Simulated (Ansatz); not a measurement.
Born–Oppenheimer molecular dynamics of FH9N2OSi (14 atoms, charge 0, multiplicity 1). It starts from a rough guess of a transition structure, not a stationary point.

All numbers below come from Ansatz, UKS B3LYP-D4/6-31G.

```yaml
ensemble: NVE (velocity Verlet)
time_step: 0.5 fs
steps_asked: 120
starting_velocities_drawn_for: 1000 K
seed: 78296
```

First frame:

```xyz
14
Properties=species:S:1:pos:R:3
Si -0.424 -0.434 -0.911
N 0.235 -0.179 1.089
H 0.607 -1.282 -1.480
H -1.314 0.708 -1.054
N -1.656 -1.641 -0.750
H 1.472 1.513 -0.386
F 0.939 0.975 -1.320
H 1.037 0.892 1.131
O 1.742 1.903 0.793
H -0.550 -0.073 1.711
H 0.770 -0.984 1.375
H -2.583 -1.445 -0.412
H -1.468 -2.628 -0.710
H 1.191 2.676 0.925
```

What does the run give?

The run went to its last step.

* steps done: 120
* time covered: 60 fs
* mean temperature over the second half: 902 K
* spread of the potential energy over the second half: 7.0 meV per atom
* mean potential energy of the second half above the start: 11.0 meV per atom

The conserved energy stayed within 0.32 meV per atom of its start (net change 0.12 meV per atom), so the integration is sound. A run of 0.06 ps of so small a system gives no equilibrium averages. The orbitals stay closed-shell, which can raise the energy where a bond breaks towards radicals; this wasn't checked here. Limits of this set-up: no polarisation functions.

What happens to the structure?

The step under study would form Si1–F7, H6–O9, N2–H8 and break Si1–N2, H6–F7, H8–O9. These pairs go: Si1–F7 2.00 → 3.16 Å, H6–O9 1.27 → 1.96 Å, N2–H8 1.34 → 2.05 Å, Si1–N2 2.12 → 1.81 Å, H6–F7 1.20 → 1.02 Å, H8–O9 1.28 → 1.00 Å. In the last frame they stand as before the step (other bonds may differ from the relaxed reactants and products). It ends as FH + H2O + H6N2Si. Pairs count as bonded within 1.25 times the sum of covalent radii (0.12 Å more for H–H). The details hang on the random start.

How do temperature and energy run in time?


```csv
time (fs),T (K),potential energy less start (eV),conserved less start (meV/atom)
0.0,1000,0.000,0.00
2.0,894,0.166,0.15
4.0,766,0.365,0.19
6.0,761,0.374,0.20
8.0,909,0.144,0.18
10.0,1035,-0.055,-0.06
12.0,878,0.192,0.22
14.0,848,0.238,0.13
16.0,858,0.223,0.21
18.0,953,0.073,-0.04
20.0,804,0.306,0.18
22.0,741,0.405,0.21
24.0,820,0.279,-0.04
26.0,709,0.455,0.31
28.0,798,0.312,-0.01
30.0,770,0.360,0.26
32.0,904,0.149,0.04
34.0,930,0.111,0.16
36.0,931,0.108,0.08
38.0,858,0.222,0.12
40.0,786,0.336,0.26
42.0,881,0.186,0.02
44.0,861,0.219,0.27
46.0,987,0.020,0.01
48.0,945,0.088,0.16
50.0,945,0.088,0.15
52.0,966,0.055,0.09
54.0,942,0.093,0.18
56.0,983,0.027,0.03
58.0,850,0.236,0.21
60.0,823,0.276,0.12
```

Time of the run: 11 min on 1 thread of Intel(R) Xeon(R) Platinum 8488C (Sapphire Rapids) (shared host), peak memory 0.25 GiB.
